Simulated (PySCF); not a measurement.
C$_{4}$H$_{8}$O (SMILES C1CCOC1), singlet, at a GFN2-xTB geometry. Base run: R2SCAN/STO-3G (PySCF).

Here is a job for PySCF.
```python
from pyscf import gto, scf, dft

mol = gto.M(
    atom='''
C    -0.14951409    1.22743807   -0.21133895
C     1.03239784    0.53846414    0.46684740
C     0.84322136   -0.90563503    0.00313845
O    -0.55256836   -1.10617076   -0.15121029
C    -1.22416573    0.14359317   -0.11991759
H    -0.45054046    2.14977571    0.27968171
H     0.08631535    1.43951081   -1.25488009
H     1.99653334    0.94504278    0.17083741
H     0.93514390    0.60330060    1.55126604
H     1.22175649   -1.64089471    0.71825128
H     1.33785285   -1.07121204   -0.96464259
H    -1.78029510    0.22418567    0.82463701
H    -1.93785576    0.17649535   -0.94784448
''',
    basis='sto-3g',
    verbose=4,
)

mf = dft.RKS(mol)
mf.xc = 'r2scan'
mf.kernel()
```

The base run was repeated with changes; each row names its change, and settings that it needs were set with it.

| change | E (Eh) | HOMO (eV) | HOMO-LUMO gap (eV) | dipole (D) | core-seconds (rough) | outcome |
|---|---|---|---|---|---|---|
| base | -229.42740 | -2.09 | 9.34 | 1.45 | 5 | converged |
| functional = pbe | -229.23725 | -1.60 | 8.30 | 1.40 | 3 | converged |
| functional = bhandhlyp | -229.42458 | -5.52 | 15.67 | 1.55 | 3 | converged |
| functional = b3lyp; dispersion = d4 | -229.54634 | -3.29 | 11.23 | 1.47 | 4 | converged |
| functional = tpssh | -229.60036 | -2.64 | 10.23 | 1.43 | 5 | converged |
| functional = x3lyp | -229.42000 | -3.36 | 11.49 | 1.47 | 3 | converged |
| functional = revpbe | -229.47948 | -1.65 | 8.38 | 1.38 | 3 | converged |
| functional = b3lyp | -229.53232 | -3.29 | 11.23 | 1.47 | 3 | converged |
| functional = scan | -229.45503 | -2.05 | 9.46 | 1.48 | 4 | converged |
| functional = b97m_v | - | - | - | - | - | cut at the time limit |
| functional = lda,vwn | -227.50539 | -1.37 | 8.09 | 1.47 | 2 | converged |
| functional = pbe0 | -229.30292 | -3.58 | 11.96 | 1.49 | 3 | converged |
| functional = camb3lyp | -229.40429 | -5.01 | 14.74 | 1.51 | 5 | converged |

Absolute energies of different levels of theory aren't comparable as measures of quality.
